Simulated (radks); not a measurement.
Species: Ir II. Configuration: [Xe] 4f14 5d6 6s1 6d1 (not the ground configuration). Method: Dirac Kohn-Sham, AM05, spin-unpolarised, spherical densities, finite nucleus; open shells fill j = l - 1/2 first; Fermi nuclear charge, rms radius 5.4032 fm; computed with a radial shooting solver on a logarithmic mesh with Libxc functionals.

Radial electron density D(r) = 4 pi r^2 rho(r):

r (bohr),D(r) (e/bohr)
0.00285,40.10
0.003956,58.20
0.005491,79.15
0.007562,98.20
0.0105,109.7
0.01457,108.1
0.02023,99.34
0.02808,101.8
0.03899,125.4
0.05412,142.2
0.07453,124.2
0.1035,112.3
0.1436,131.4
0.1994,104.4
0.2768,70.53
0.3842,83.71
0.5334,59.36
0.7345,28.07
1.02,17.90
1.415,9.704
1.965,3.711
2.728,1.174
3.786,0.3551
5.256,0.2264
7.239,0.1305
10.05,0.02667
13.95,0.001417

D(r) has 4 maxima, at r = 0.0118, 0.0537, 0.149, 0.390 bohr, and minima at 0.0232, 0.0963, 0.277 bohr, inside which lie 2.03, 11.08, 29.97 electrons.
